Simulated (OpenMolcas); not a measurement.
An atom or ion with 12 electrons was computed by SS-RASPT2, IPEA 0.25 Eh, imaginary shift 0.1 Eh with spin-orbit coupling (OpenMolcas, ANO-RCC-VTZP, DKH2). The lowest levels that the run gave, each within 12 % of the measured value where one is at hand:

```tsv
J	Parity	E (eV)	g
0	even	0.0000	
0	odd	10.192	
1	odd	10.233	1.501
2	odd	10.316	1.501
1	odd	15.948	1.000
2	even	24.112	1.002
0	even	24.806	
1	even	24.849	1.501
2	even	24.933	1.499
```

Question: Which ion is it, and what are the configurations and terms?

Answer: S4+ (Z = 16, charge +4; active space 2 electrons in 9 orbitals (RAS2 3s 3p; RAS3 3d, at most 2 electrons)). J, parity and g give the terms where levels are pure, and mixed ones are named by the computed weights; the size of the splittings, set against known spectra of the 12-electron sequence, gives the charge. In order, with the measured energies in eV (NIST levels in Podobedova, Kelleher and Wiese, J. Phys. Chem. Ref. Data 38, 171 (2009); Martin, Zalubas and Musgrove, J. Phys. Chem. Ref. Data 19, 821 (1990)): 3s² ¹S₀, 3s 3p ³P°₀ (10.2937), 3s 3p ³P°₁ (10.3395), 3s 3p ³P°₂ (10.4339), 3s 3p ¹P°₁ (15.7647), 3p² ¹D₂ (24.0206), 3p² ³P₀ (24.7928), 3p² ³P₁ (24.8428), 3p² ³P₂ (24.9389).

Active for correlation alone: 3d; no level in the range computed is led by a configuration that fills it, so any true level of that kind is missing. Some terms mix strongly with configurations of 3d, whose occupation reaches 0.23 (3p² ¹D). Computed and measured levels are paired by configuration, term and J; levels that our copy of the source lacks, or whose pairing is in doubt (as where it misses far off the trend of its configuration), stay unpaired and out of the deviations. Levels of configurations outside the active space are missing.

° marks odd parity.
